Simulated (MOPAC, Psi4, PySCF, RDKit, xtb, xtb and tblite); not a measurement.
Two geometries of SMILES O=C(O)C[SiH2]c1ccccc1 (C8H10O2Si), relaxed at GFN2-xTB with one dihedral held; other torsions can differ between them too.

Structure A

```
21

O     -2.4592    -1.8741    -0.1296
C     -2.8315    -0.7300    -0.2113
O     -3.7142    -0.3441    -1.1510
C     -2.3584     0.4061     0.6084
Si    -0.6763     1.0373    -0.0805
C      0.7607    -0.0030     0.5559
C      2.0254     0.5716     0.6782
C      3.1058    -0.1646     1.1266
C      2.9424    -1.4986     1.4626
C      1.6951    -2.0874     1.3443
C      0.6153    -1.3477     0.8949
H     -3.9682    -1.1022    -1.7001
H     -3.0901     1.2076     0.5684
H     -2.2228     0.0825     1.6378
H     -0.7299     1.0345    -1.5480
H     -0.5449     2.4172     0.4070
H      2.1580     1.6120     0.4179
H      4.0772     0.3006     1.2152
H      3.7852    -2.0761     1.8143
H      1.5620    -3.1281     1.6024
H     -0.3496    -1.8225     0.7998
```

Structure B

```
21

O      0.3358     1.3029    -0.6851
C      1.4960     0.9777    -0.6546
O      2.3247     1.2059    -1.6817
C      2.1367     0.2989     0.5016
Si     0.7788     0.0846     1.8236
C      1.5324    -0.7605     3.3372
C      0.7272    -0.9697     4.4536
C      1.2169    -1.5828     5.5913
C      2.5358    -2.0046     5.6360
C      3.3536    -1.8076     4.5371
C      2.8540    -1.1922     3.4026
H      1.8556     1.6502    -2.4057
H      2.9764     0.9066     0.8379
H      2.5575    -0.6454     0.1569
H     -0.2881    -0.7611     1.2818
H      0.2771     1.4042     2.2149
H     -0.3018    -0.6422     4.4225
H      0.5725    -1.7333     6.4457
H      2.9234    -2.4841     6.5231
H      4.3835    -2.1344     4.5647
H      3.5064    -1.0458     2.5538
```

Which is lower in energy at the level B3LYP-D3(BJ)/def2-SVP // GFN2-xTB (Psi4), and by how much?

A is lower, by 15.54 kJ/mol (dihedral O1–C2–C4–Si5: 80° in A, 0° in B).

E(B) − E(A) in kJ/mol at the other levels, on the same two geometries: GFN2-xTB (xtb and tblite) 6.86; MMFF94 // GFN2-xTB (RDKit) 7.61; B3LYP/def2-SVP // GFN2-xTB (Psi4) 13.19; PBE/def2-SVP // GFN2-xTB (Psi4) 13.85; PBE-D3(BJ)/def2-SVP // GFN2-xTB (Psi4) 15.39; UFF // GFN2-xTB (RDKit) 5.23; PM3, restricted, heats of formation // GFN2-xTB (MOPAC) 7.92; PM7, restricted, heats of formation // GFN2-xTB (MOPAC) 19.28; GFN1-xTB // GFN2-xTB (xtb) -4.08; restricted B3LYP/6-31G*, spherical d, density fitting // GFN2-xTB (PySCF) 13.99; restricted BP86/6-31G*, spherical d, density fitting // GFN2-xTB (PySCF) 14.10; restricted B3LYP/6-311+G**, spherical d, density fitting // GFN2-xTB (PySCF) 13.33.
